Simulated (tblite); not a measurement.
C₆H₁₆AlBO.
Atom-mapped SMILES: `[CH3:1][B:2]([CH3:3])[C@@H:4]1[CH2:5][CH2:6][O+:7]([AlH3-:8])[CH2:9]1` (hydrogens: H10, H11, H12 on C1; H13, H14, H15 on C3; H16 on C4; H17, H18 on C5; H19, H20 on C6; H21, H22, H23 on Al8; H24, H25 on C9)

Computed with GFN2-xTB (tblite), gas phase: L-BFGS steps from a force-field or distance-geometry start until the largest atomic force falls under 0.01 eV/Å.

Geometry at step 53:
```
atom  x, y, z in Å
C1     -2.0173    1.1354   -0.5638
B2     -1.6599    0.3763    0.7717
C3     -2.7644    0.1165    1.8684
C4     -0.1666   -0.1565    0.9787
C5      0.8453    1.0231    0.9950
C6      1.8151    0.7357   -0.1524
O7      1.6489   -0.6428   -0.4683
Al8     2.7444   -1.6985   -1.5613
C9      0.3008   -1.0279   -0.1948
H10    -2.7233    0.5202   -1.1269
H11    -2.5307    2.0787   -0.3685
H12    -1.1749    1.3470   -1.2229
H13    -2.4843    0.5863    2.8137
H14    -3.7645    0.4699    1.6167
H15    -2.8396   -0.9564    2.0596
H16    -0.0220   -0.7259    1.8981
H17     1.3620    1.0535    1.9510
H18     0.3676    1.9919    0.8546
H19     1.5879    1.3606   -1.0250
H20     2.8668    0.8884    0.1047
H21     2.1822   -1.2412   -2.9682
H22     4.1317   -1.1300   -1.1030
H23     2.2943   -3.1164   -1.0230
H24     0.2864   -2.0969    0.0327
H25    -0.2968   -0.8674   -1.0939
```

Question: What forces act on the atoms?

Answer: 
```csv
atom,Fx (eV/Å),Fy (eV/Å),Fz (eV/Å)
C1,0.011,-0.011,0.052
B2,-0.176,0.047,-0.047
C3,0.059,-0.017,-0.060
C4,-0.056,0.155,0.021
C5,0.027,-0.019,0.031
C6,-0.026,-0.112,-0.037
O7,0.126,-0.064,-0.034
Al8,-0.064,-0.054,0.068
C9,0.119,0.124,-0.053
H10,0.014,0.105,0.011
H11,0.001,-0.104,-0.033
H12,-0.073,-0.023,0.089
H13,-0.011,-0.133,-0.051
H14,0.152,0.009,-0.042
H15,0.028,0.114,0.100
H16,-0.091,-0.008,0.046
H17,0.069,-0.028,0.050
H18,-0.075,-0.046,-0.024
H19,-0.061,-0.138,-0.018
H20,-0.080,-0.059,0.003
H21,0.020,-0.026,-0.009
H22,0.042,0.064,0.022
H23,0.003,0.053,-0.017
H24,0.118,0.099,-0.019
H25,-0.077,0.071,-0.050
```

The largest, 0.19 eV/Å, acts on B2; the rms over all components is 0.070 eV/Å. The forces sum to zero within rounding, as they must for an isolated molecule in no field.

Question: Give the force on B2 in Eh/bohr and in nN.

Answer: 0.188 eV/Å ÷ 51.422 = 0.00366 Eh/bohr, and 0.188 eV/Å × 1.602 = 0.30 nN.

Question: How far is this geometry from the end of the optimisation?

Answer: 0.156 eV above it, and 0.651 Å rms away after alignment. The bonds farthest from their final lengths, with half the difference of the two atoms' forces along the bond (positive lengthens):

```csv
bond,now (Å),final (Å),force along bond (eV/Å)
O7–Al8,1.873,1.858,-0.09
O7–C9,1.428,1.418,-0.02
C5–C6,1.530,1.539,+0.02
Al8–H22,1.568,1.576,+0.06
C6–O7,1.424,1.416,-0.03
B2–C3,1.578,1.570,-0.08
```

The angle farthest from its final value is C6–O7–Al8, 127.4° against 134.2°.

Of the 2 listed bonds off by 0.010 Å or more, this force points towards the final length in 2.

What follows is the cost of the whole relaxation. The run took 1.9 s of wall time on one thread, Arm Neoverse V1 (aarch64), no GPU, shared host.
